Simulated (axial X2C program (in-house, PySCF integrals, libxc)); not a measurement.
Correcting the dissociation energy of Ge₂ for spin–orbit coupling

A spin-free CCSD(T) curve (one-electron X2C) was computed with an in-house relativistic program for diatomic molecules, basis Ge dyall-cv3z [9s9p7d4f1g] (cores contracted in-house), for the state M_S = 1, Λ = 0 (beyond evenly filled blocks: π+α, π-α). It gives D0 = 2.637 eV to Ge + Ge, which in a spin-free picture are the weighted means of the ground terms.

Correlated methods: 8 electrons correlated (number of frozen shells: Ge 3 s, 2 p, 1 d), 272 virtual spin orbitals or spinors in MP2, 90 natural virtuals in coupled cluster.

Measured levels of the ground terms (NIST Handbook of Basic Atomic Spectroscopic Data), in cm⁻¹: Ge 3P: J = 0 at 0, J = 1 at 557.1, J = 2 at 1410.

The molecular state has Λ = 0, so it has no first-order lowering.

(1) How far does each ground level lie under the (2J+1)-weighted mean of its term?

(2) Correct D0.

Second-order spin–orbit effects in the molecule, which grow quickly with Z, are left out. One determinant describes the state; a PBE0 search over occupations chose it and may have missed a lower one. Dissociation energies refer to the lowest single-determinant-based atoms at the same level and basis. Coupled cluster ran in a truncated set of natural virtual spinors; the MP2 energy of the rest was added. (T) has no such correction and the atoms are truncated less, which lowers De at CCSD(T) by a hundredth of an eV or more. Other states lie close and PBE0, whose exact exchange favours high spin, may order them wrongly; the determinant shown need not be the ground state. The nearest other spin-free determinant of the search, M_S = 1, Λ = 1, lies 0.39 eV up at the distance of the search. With the outer-core shells frozen, correlated bond lengths of heavy atoms tend to come out a few hundredths of an ångström too long.

Answers

(1) Ge: (1 × 0 + 3 × 557.1 + 5 × 1410)/9 = 969 cm⁻¹, counted twice.

(2) D0 = 2.637 + (0 − 1938)/8065.5 = 2.397 eV at CCSD(T) with these spin–orbit terms.
